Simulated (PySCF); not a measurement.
Isomers of C7H15 (doublet state), one GFN2-xTB conformer each. Single-point energies are computed at B3LYP/pcH-1 (PySCF, gas phase, no added dispersion term), electronic only. GFN2-xTB treats the open shell by occupation alone, and not every SCF solution was tested for stability.

```tsv
SMILES	GFN2-xTB relative energy (kJ/mol)
[CH2][C@@H](C)[C@H](C)CC	45.1
CC[C](C)C(C)C	1.1
[CH2]C(C)(C)C(C)C	39.8
C[C](C)C(C)(C)C	0.0
```

Conformers: `[CH2:1][C@@H:2]([CH3:3])[C@H:4]([CH3:5])[CH2:6][CH3:7]` (doublet state) with H–C1–C2–C3 -23° and 161°, C1–C2–C4–C5 69°, C2–C4–C6–C7 -172°; `[CH3:1][CH2:2][C:3]([CH3:4])[CH:5]([CH3:6])[CH3:7]` (doublet state) with C1–C2–C3–C4 87°, C2–C3–C5–C6 -119°; `[CH2:1][C:2]([CH3:3])([CH3:4])[CH:5]([CH3:6])[CH3:7]` (doublet state) with H–C1–C2–C3 112° and -63°, C1–C2–C5–C6 55°.

What does B3LYP/pcH-1 give for the same structures?

```
                  SMILES  B3LYP/pcH-1 E (Eh)  B3LYP/pcH-1 (kJ/mol)  GFN2-xTB (kJ/mol)  point group
           CC[C](C)C(C)C          -275.76484                   0.0                1.1           C1
         C[C](C)C(C)(C)C          -275.76286                   5.2                0.0           Cs
[CH2][C@@H](C)[C@H](C)CC          -275.75275                  31.7               45.1           C1
       [CH2]C(C)(C)C(C)C          -275.75172                  34.5               39.8            –
```

GFN2-xTB puts C[C](C)C(C)(C)C lowest instead; measured from each level's own lowest isomer, the values differ by up to 13.4 kJ/mol ([CH2][C@@H](C)[C@H](C)CC: 45.1 against 31.7). As drawn, the highest has a quaternary carbon, which the lowest lacks. Neighbours under 21 kJ/mol apart (CC[C](C)C(C)C and C[C](C)C(C)(C)C; [CH2][C@@H](C)[C@H](C)CC and [CH2]C(C)(C)C(C)C) can change places with a better method, another conformer or zero-point energy.

As an exercise, what shares would exp(−E/RT) give at 298.15 K from these electronic energies alone (no entropy, no degeneracies)?

RT = 2.479 kJ/mol: CC[C](C)C(C)C 89.1 %, C[C](C)C(C)(C)C 10.9 %, [CH2][C@@H](C)[C@H](C)CC under 0.1 %, [CH2]C(C)(C)C(C)C under 0.1 %.
